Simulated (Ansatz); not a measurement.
ClGa, charge -1, doublet, geometry from GFN2-xTB (such geometries of metal compounds can be far from the true shape) (a state made from the parent by changing its charge; the spin is typed, not shown lowest) (a gas-phase anion, which may not be bound at this level). Base run: SVWN5/aug-cc-pVDZ in Ansatz (a first-principles code).

The Ansatz input:
Ansatz 0.2 input:
```yaml
crystal:
  periodic: [false, false, false]
  atoms:
    - {symbol: Ga, position_ang: [-0.00000000, -0.00000000, -0.85496772]}
    - {symbol: Cl, position_ang: [0.00000000, 0.00000000, 1.55905878]}
basis:
  gaussian:
    orbitals: aug-cc-pVDZ
hamiltonian:
  xc: {name: SVWN5}
total_charge: -1
magnetization: {spin_polarized: true, initial_magnetization: 1}
```

Variants of this job, named by their change:

```json
[
 {"change": "base", "ΔE vs base (eV)": "0.00"},
 {"change": "symmetry_tolerance_ang = 0.01", "ΔE vs base (eV)": "0.00"},
 {"change": "occupation = up:A1:13 A2:1 B1:6 B2:5 down:A1:13 A2:1 B1:5 B2:5", "ΔE vs base (eV)": "0.00"},
 {"change": "occupation = up:A1:13 A2:2 B1:6 B2:4 down:A1:13 A2:1 B1:5 B2:5", "ΔE vs base (eV)": "9.32"},
 {"change": "occupation = up:A1:14 B1:6 B2:5 down:A1:13 A2:1 B1:5 B2:5", "ΔE vs base (eV)": "24.05"},
 {"change": "occupation = up:A1:13 A2:1 B1:5 B2:6 down:A1:13 A2:1 B1:5 B2:5", "ΔE vs base (eV)": "0.00"},
 {"change": "occupation = up:A1:13 A2:1 B1:7 B2:4 down:A1:13 A2:1 B1:5 B2:5", "ΔE vs base (eV)": "7.10"}
]
```

A gas-phase anion may not be bound at this level; its values then depend on the basis.
